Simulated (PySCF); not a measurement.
Z-matrix (Å, degrees):
```
B
N 1 1.3907
H 2 1.0055 1 124.01
H 2 1.0057 3 113.13 1 -179.99
H 1 1.2104 2 116.11 3 -179.98
B 1 1.6636 5 114.97 2 179.99
H 6 1.2010 1 122.18 5 86.95
H 6 1.2010 7 115.38 1 174.31
```
Charge 0, spin multiplicity 1.

Question: Give the dipole moment, HOMO–LUMO gap, LUMO, HOMO and total energy at the level PySCF with PBE0-D3(BJ)/def2-TZVP.

Answer: 
```
Item                 Result
-------------  ------------
dipole moment        2.04 D
HOMO–LUMO gap       6.33 eV
LUMO               -1.55 eV
HOMO               -7.88 eV
total energy   -107.3514 Ha
```
